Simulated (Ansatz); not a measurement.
Reaction (formal loss of a carbene): `C[CH2][Mg][NH2]` → `[CH2]` (triplet) + `[CH3][Mg][NH2]`

Computed with Ansatz on PBE0-D4/def2-TZVP structures; ΔE is electronic, products minus reactants. CBS: MP2 limit from def2 TZ/QZ plus the TZ coupled-cluster correction, frozen cores. This one scheme is used for every species. DFT in def2-TZVPP. Triplets are unrestricted, without spin–orbit coupling. For Mg outer-core shells are correlated without core-valence functions, which leaves a few kJ/mol of doubt a bond. One conformer a species, not always the lowest.

```
          species  r2SCANh energy (Eh)
`C[CH2][Mg][NH2]`           -335.19522
`[CH2]` (triplet)            -39.14583
 `[CH3][Mg][NH2]`           -295.90341
```

Question: Work out ΔE.

Answer: ΔE = (-39.14583) + (-295.90341) − (-335.19522) = 0.14598 Eh = +383.3 kJ/mol. CCSD(T)/CBS gives +410.9 kJ/mol.

Largest T1 diagnostic among the species: 0.011.

From PBE to PBE0 (25 % exact exchange), in def2-TZVPP and without D4, ΔE moves by −8.4 kJ/mol. In def2-TZVPP, CCSD(T) changes the Hartree–Fock value by +135.8 kJ/mol (the triples alone add +10.9 kJ/mol) and MP2 by +147.8 kJ/mol. The D4 term adds +8.1 kJ/mol with B3LYP and +4.3 kJ/mol with PBE0; it sums over pairs of atoms, weighted by their polarisabilities, and B3LYP, whose exchange is more repulsive, gets the larger term.

B3LYP here is the variant with VWN-RPA as its local correlation; programs differ in this.
